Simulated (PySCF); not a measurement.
Input of a run (PBE0-D3(BJ)/def2-TZVP geometry optimisation, gas phase (PySCF 2.14.0)), started from GFN2-xTB:
```
{"job": {"xc": "PBE0", "basis": "def2-TZVP", "d3": "d3bj", "grid": 2, "shake": 0.01, "kind": "geom"}, "charge": 0, "multiplicity": 1}
C      1.552910     0.347350     0.471850
C      0.837010    -0.779630    -0.204240
O      1.303920    -1.867380    -0.343490
C     -0.524200    -0.475950    -0.765780
C     -1.453300     0.321270     0.148040
F     -1.461700    -0.132120     1.413200
F     -2.714180     0.311340    -0.261880
F     -1.081980     1.626920     0.230090
H      1.058150     0.567620     1.450480
H      1.449710     1.277360    -0.116610
H      2.568190     0.121810     0.644890
H     -1.050990    -1.424920    -0.970840
H     -0.477730     0.089440    -1.706030
```

Output (energies in Eh, forces in Eh/bohr):
```
step   0  E = -529.88426010  max force = 0.032857
step   1  E = -529.88620042  max force = 0.009233
step   2  E = -529.88744744  max force = 0.002987
step   3  E = -529.88758812  max force = 0.001725
step   4  E = -529.88761121  max force = 0.001886
step   5  E = -529.88767755  max force = 0.001016
step   6  E = -529.88773692  max force = 0.001054
step   7  E = -529.88778138  max force = 0.000949
step   8  E = -529.88779675  max force = 0.000539
step   9  E = -529.88780647  max force = 0.000345
optimisation converged
```

Question: Summarise the run.

Answer: The energy falls by 2.2 kcal/mol over 10 energy and gradient evaluations, the largest force component goes from 0.0329 to 3.4e-04 Eh/bohr, and the atoms move by 0.107 Å rms after alignment. The bond that changes most is C1–H11 (methyl carbon next to a carbonyl to methyl hydrogen), which lengthens by 0.033 Å. Bonds longer at the end by more than 0.005 Å: 4 of 12; shorter: 5. Among the angles that change most is C2–C4–H13, from 112.7° to 109.0°. The energy never rose by more than 1e-6 Eh on the way. The first step brought 55 % of the lowering.

Question: What are the final bond lengths?

Answer: C1–C2 1.499 Å, C2=O3 1.203 Å, C2–C4 1.525 Å, C4–C5 1.506 Å, C5–F6 1.340 Å, C5–F7 1.338 Å, C5–F8 1.342 Å, C1–H9 1.094 Å, C1–H10 1.092 Å, C1–H11 1.088 Å, C4–H12 1.089 Å, C4–H13 1.094 Å. Numbering counts from 1 in the input's order; the species is 4,4,4-trifluorobutan-2-one, `CC(=O)CC(F)(F)F`.

The run used 278 basis functions and 75 SCF cycles in all.

No frequency check. One conformer, not necessarily the lowest.

The values belong to the conformer `[CH3:1][C:2](=[O:3])[CH2:4][C:5]([F:6])([F:7])[F:8]`: C1–C2–C4–C5 -50°, C2–C4–C5–F6 -52°.
